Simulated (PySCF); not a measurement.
An unknown shows these calculated signals:

¹H NMR (300 MHz, computed): δ 7.69 (s, 1H), 7.39 (t, 1H), 4.62 (m, 2H), 3.85 (s, 3H), 2.72 (m, 2H), 2.59 (m, 1H), 1.89 (m, 1H), 1.72 (m, 2H).

¹³C{¹H} NMR (computed): δ 173.6 (C), 165.1 (CH), 125.0 (CH), 52.1 (CH3), 40.9 (CH), 37.1 (CH2), 17.4 (CH).

[PySCF: GIAO PBE0/pcSseg-1 shieldings; coordinates at the GFN2-xTB level; one computed conformer; isolated molecule; equivalent nuclei averaged; non-relativistic]

Shifts are taken against calculated references (same method and geometry level): ¹H (σ = 31.72 ppm) and ¹³C (σ = 186.93 ppm) vs TMS.

Which of these does the molecule contain: an OH group, a Si–H bond, an N-methyl group, a non-aromatic C=C double bond, an ester, an S-methyl group?

Answers


- An OH group: no.
- A Si–H bond: yes (δH 4.62 (m)).
- An N-methyl group: yes (δC 52.1; δH 3.85 (s)).
- A non-aromatic C=C double bond: yes.
- An ester: no.
- An S-methyl group: no.

The data belong to SMILES C/N=C/C1=C[SiH2][C@H]2C[C@@H]1C2, C₈H₁₃NSi; they needn't prove each group on their own.

Carbon signals by region: 2 in the far downfield region (above 160 ppm), 1 in the sp2 and nitrile region (100–160 ppm), 1 at 50–100 ppm, 3 below 50 ppm. Above 160 ppm: 173.6, fully substituted alkene carbon, 165.1, C=N carbon.

Shifts are as computed. Against solution values, carbons near 30 ppm lie about +3 ppm off and those near 130 ppm about +5 ppm. Of 1309 compounds with measured shifts, 239 miss one by over three times the rms of a fit or turn the order of signals round; such compounds aren't used in these exercises. Multiplicities follow the n + 1 count of equivalent neighbours, as no J values were calculated; m marks all less simple cases, F and P coupling included.
